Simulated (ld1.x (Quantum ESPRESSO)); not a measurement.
**In (Z = 49), ultrasoft: configuration errors across variants**

* Element: indium (In)
* Generator: ld1.x (Quantum ESPRESSO) 7.5
* Type: ultrasoft
* Functional: LDA (PZ)
* Relativity: fully relativistic
* Frozen core: [Kr]
* Valence charge: 13
* Reference configuration: 4d10 5s2 5p1
* Partial waves: 5s (bound): rcut 1.75, rcutus 2.05 bohr; 5s channel at 4.05 Ry: rcut 1.75, rcutus 2.05 bohr; 5p (bound): rcut 2.60, rcutus 3.20 bohr; 5p channel at 0.5 Ry: rcut 2.60, rcutus 3.20 bohr; 4d (bound): rcut 1.35, rcutus 1.75 bohr; 4d channel at -1.05 Ry: rcut 1.35, rcutus 1.75 bohr
* Local potential: all-electron potential smoothed inside 3.00 bohr (lloc = -1)
* Core correction: Bessel-smoothed model core inside 1.15 bohr
* Augmentation charge: PSQ, radius 1.40 bohr

Open shells are filled in proportion to 2j + 1 (rel_dist='average').

All-electron excitation energies from the reference (eV): (1) 4d10 5s2 5p0 5.606; (2) 4d10 5s1 5p0 25.267; (3) 4d10 5s0 5p0 54.007; (4) 4d10 5s1 5p1 12.287; (5) 4d10 5s2 5p1.3 -0.585; (6) 4d9 5s2 5p2 18.181; (7) 4d10 5s1 5p2 5.925.

A true bound ghost makes a file unfit for plane-wave use even where its test errors are small: the radial tests pick states by their node count and pass the ghost by.

Errors AE − PS in meV (a dash: test not solved or not reliable):

```csv
change,(1),(2),(3),(4),(5),(6),(7),bound ghosts
base,-0.2,-7.0,-42,-2.5,0.0,-36,-1.4,none
local potential all-electron potential smoothed inside 1.24 bohr (lloc = -1),-0.1,-6.5,-37,-2.3,0.0,-59,-1.4,"s, p3/2, p1/2"
local potential all-electron potential smoothed inside 2.18 bohr (lloc = -1),-0.1,-6.7,-39,-2.4,0.0,-45,-1.4,none
local potential all-electron potential smoothed inside 2.52 bohr (lloc = -1),-0.1,-6.7,-39,-2.4,0.0,-52,-1.4,none
local potential all-electron potential smoothed inside 2.86 bohr (lloc = -1),-0.1,-6.2,-41,-2.3,0.0,-14,-1.4,none
local potential all-electron potential smoothed inside 3.22 bohr (lloc = -1),-0.2,-7.3,-43,-2.6,0.0,-66,-1.5,none
local potential all-electron potential smoothed inside 3.72 bohr (lloc = -1),-0.3,-8.7,-48,-3.0,0.0,-100,-1.7,none
```

(1) Give the same row for: local potential all-electron potential smoothed inside 1.70 bohr (lloc = -1).

## Answers

(1) -0.1, -6.4, -38, -2.3, 0.0, -33, -1.3; bound ghosts: none.
